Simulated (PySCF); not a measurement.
# Mg⁺ (magnesium, charge +1): PBEsol calculation

Configuration: [Ne] 3s1, 2S determinant. Computed with PySCF 2.14 in ANO-RCC-VTZP, with scalar relativity by spin-free X2C-1e.

```json
{"Total energy": "-199.5432 hartree", "One-electron energy": "-276.0116 hartree", "Hartree (Coulomb) energy": "92.2050 hartree", "Exchange-correlation energy": "-15.7366 hartree", "⟨S²⟩": "0.7500", "⟨L²⟩": "0.000", "Sum of ⟨r⟩": "8.569 bohr", "Sum of ⟨r²⟩": "13.87 bohr²", "Langevin diamagnetic susceptibility": "-11.0 ×10⁻⁶ cm³/mol"}
```

```csv
shell,electrons,mean orbital energy (eV),"rms radius, mean of both spins (bohr)"
1s α,1,-1265.2,0.152
1s β,1,-1265.1,0.152
2s α,1,-88.421,0.765
2s β,1,-88.281,0.765
2p α,3,-55.379,0.778
2p β,3,-55.223,0.778
3s α,1,-11.880,3.00
```
